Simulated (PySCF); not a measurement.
Cartesian coordinates in Å; atom numbers follow the order of the lines, from 1:
```xyz
12

C    -1.7169    0.7424    0.4115
C    -0.6681   -0.0926   -0.3079
O     0.5807    0.1016    0.2893
Si    2.0192   -0.5380   -0.0786
H    -2.6896    0.5938   -0.0494
H    -1.7698    0.4522    1.4575
H    -1.4538    1.7957    0.3588
H    -0.9354   -1.1560   -0.2614
H    -0.6171    0.1951   -1.3657
H     2.4247   -0.1979   -1.4469
H     1.9999   -2.0016    0.0235
H     2.8274    0.1046    0.9433
```

Geometry: GFN2-xTB; GIAO shifts from PySCF 2.14, gas phase, non-relativistic, averaged over equivalent atoms.

At HCTH407/pcSseg-1 (115 basis functions, 11 s wall time on 1 thread of an AMD EPYC 7R13, shared host):
| atoms | δ (ppm) |
| --- | --- |
| C2 | 66.4 |
| C1 | 21.0 |
| O3 | 33.1 |
| Si4 | -49.5 |
| H10/H11/H12 | 4.92 |
| H8/H9 | 3.96 |
| H5/H6/H7 | 1.30 |

δ = σ(ref) − σ, references computed at the same level: 13C (σ = 183.64 ppm), 29Si (σ = 343.40 ppm), 1H (σ = 31.67 ppm) vs TMS; H2O for 17O (σ = 334.16 ppm).

Problem. Estimate the result of repeating the calculation with PBE0/pcSseg-1.

Solution. 
```json
{"atoms": "C2", "δ at PBE0/pcSseg-1": "64.2", "change": "-2.2"}
{"atoms": "C1", "δ at PBE0/pcSseg-1": "20.7", "change": "-0.3"}
{"atoms": "O3", "δ at PBE0/pcSseg-1": "19.6", "change": "-13.5"}
{"atoms": "Si4", "δ at PBE0/pcSseg-1": "-39.1", "change": "+10.4"}
{"atoms": "H10/H11/H12", "δ at PBE0/pcSseg-1": "4.89", "change": "-0.03"}
{"atoms": "H8/H9", "δ at PBE0/pcSseg-1": "3.82", "change": "-0.14"}
{"atoms": "H5/H6/H7", "δ at PBE0/pcSseg-1": "1.30", "change": "+0.00"}
```

Scale: TMS for 13C (186.93 ppm), 29Si (349.16 ppm), 1H (31.72 ppm); 17O (336.08 ppm) vs H2O (reference shieldings calculated alike).

The largest change is at O3 (oxygen bonded to C, Si). Cost: 115 basis functions, 11 s wall time on 1 thread of an Arm Neoverse V1, shared host.

Experimental scales use liquid or dissolved standards, which lie at an offset from isolated H2O (liquid H2O: subtract about 36 ppm).
